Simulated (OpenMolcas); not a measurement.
**Ag5+ in a point-charge field**

Ag5+ among 5 point charges of -2 e arranged as a square pyramid (C4v), 1.97 Å from the ion, with the axial distance 1.911 Å.

```yaml
Program: OpenMolcas 26.06
Method: CASSCF
Basis: ANO-RCC-VDZP [6s5p3d1f]
Scalar_Hamiltonian: DKH2, point nucleus
Active_space: 6 electrons in 5 orbitals (4d)
State_averaging: 2S+1 = 5 even, 5 roots; 2S+1 = 3 even, 45 roots; 2S+1 = 1 even, 50 roots
Spin-orbit_coupling: RASSI with atomic mean-field integrals over the reference wave functions
```

The lowest spin-free states, above the lowest:

```
   State  Degeneracy  E (cm-1)  Free-ion L (%)
2S+1 = 5           2       0.0         D (100)
2S+1 = 5           1      1136         D (100)
2S+1 = 5           1      5019         D (100)
2S+1 = 5           1     10073         D (100)
2S+1 = 3           2     20593          H (64)
2S+1 = 3           1     21194          H (47)
2S+1 = 3           1     22440          H (61)
2S+1 = 3           2     23275          H (79)
2S+1 = 3           1     23413          H (68)
2S+1 = 3           2     24423          H (75)
2S+1 = 3           1     24643          H (59)
2S+1 = 3           1     25167          H (88)
2S+1 = 3           2     26948          P (42)
2S+1 = 3           1     27415          H (43)
2S+1 = 3           2     27855          G (34)
2S+1 = 3           1     28178          F (73)
2S+1 = 3           1     29027          P (71)
2S+1 = 3           2     30034          F (63)
2S+1 = 1           1     30436          I (52)
2S+1 = 3           1     30842          G (94)
```

The lowest levels with spin-orbit coupling:

```
E (cm-1)  Degeneracy  2S+1               g
     0.0           1     5                
    29.9           2     5  0.00 0.00 3.00
   133.4           1     5                
   191.5           1     5                
   533.6           2     5  0.00 0.00 9.84
    2545           1     5                
    2740           2     5  0.00 0.00 4.59
    3856           1     5                
    3891           1     5                
    4849           2     5  0.00 0.00 4.17
    4931           1     5                
    5760           1     5                
    5787           1     5                
    6957           2     5  0.00 0.00 5.62
    7291           1     5                
   12134           1     5                
   12313           2     5  0.00 0.00 2.24
   12738           1     5                
   12786           1     5                
   19977           1     3
```

Powder χT (cm3 K/mol): 0.501 at 2 K, 2.42 at 10 K, 4.59 at 50 K, 4.91 at 100 K, 5.1 at 200 K, 5.16 at 300 K. The effective moment at 300 K is 2.828 √(χT) = 6.42 μB.

The lowest level has 2S+1 = 5, for which the spin-only value is χT = S(S+1) / 2 = 3.000 cm3 K/mol (g = 2). The computed 5.159 at 300 K differs by +2.159, through orbital momentum, spin-orbit coupling and any other state in reach.

Spin-orbit coupling mixes the spin-free states strongly: the lowest level takes only 54 % from its leading state, an unlabelled state of the same spin as most of the rest. An orbital doublet at a regular site is open to a Jahn-Teller distortion, which this geometry leaves out. Without dynamic correlation the repulsion within the d shell is too large (B by tens of per cent), so at a given field states of lower spin stand too high. Point charges give a weaker field than real ligands, and real ions of this kind are as a rule low spin; the high spin found here belongs to the model. This is an electrostatic model: the charges have no orbitals. An unlabelled pair can be two single states that coincide in this model. No measured value stands beside these numbers.

The RASSCF and RASSI steps took 44 s on 1 thread of Intel(R) Xeon(R) Platinum 8488C (Sapphire Rapids), on a shared host; the integral step is not counted.

With an even number of electrons the g values are those of a degenerate or nearly degenerate non-Kramers pair.
